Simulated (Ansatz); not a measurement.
Z-matrix (Å, degrees):
```
C
C 1 1.516
H 1 1.095 2 112.1
H 1 1.093 2 110.4 3 -120.2
H 1 1.092 2 110.4 3 119.4
N 2 1.464 1 109.7 3 61.3
C 2 1.519 1 111.3 3 -178.6
H 2 1.101 1 108.0 3 -60.2
Sn 6 2.000 2 120.0 1 -56.9
H 6 1.014 2 111.3 1 173.4
H 7 1.092 2 110.6 1 60.0
H 7 1.093 2 110.3 1 -60.3
H 7 1.093 2 111.1 1 179.7
Cl 9 2.334 6 103.2 2 -156.7
N 9 2.000 6 116.9 2 79.9
Cl 9 2.334 6 111.9 2 -38.9
C 15 1.464 9 120.0 6 79.9
H 15 1.014 9 109.5 6 -149.6
C 17 1.516 15 109.7 9 -56.9
C 17 1.519 15 108.4 9 -178.6
H 17 1.101 15 111.3 9 62.6
H 19 1.093 17 110.4 15 -58.9
H 19 1.092 17 110.4 15 -179.2
H 19 1.095 17 112.1 15 61.3
H 20 1.093 17 111.1 15 -59.6
H 20 1.092 17 110.6 15 -179.2
H 20 1.093 17 110.3 15 60.5
```

The species carries charge 0 and has multiplicity 1. Sn takes the def2 core potential.

Question: List the ωB97M-V/def2-TZVPP orbital energies in eV (Ansatz). (Estimate.)

Answer: Ansatz gave: Occupied: -2771.69, -2771.69, -394.74, -394.74, -282.60, -282.60, -281.30, -281.30, -281.28, -281.28, -262.07, -262.07, -199.54, -199.54, -199.42, -199.42, -199.41, -199.41, -144.04, -98.70, -98.65, -98.50, -32.41, -32.41, -32.35, -32.17, -32.13, -27.75, -27.50, -25.34, -24.94, -23.88, -23.87, -22.27, -22.21, -19.11, -18.95, -17.17, -16.56, -16.50, -15.51, -15.23, -14.99, -14.27, -13.58, -13.49, -13.15, -13.11, -12.97, -12.81, -12.66, -12.43, -12.33, -12.23, -11.89, -11.44, -11.41, -11.23, -11.14, -9.69, -9.48. Lowest empty: 0.64, 2.06, 2.36, 2.38, 2.69, 3.19, 3.43, 3.57.
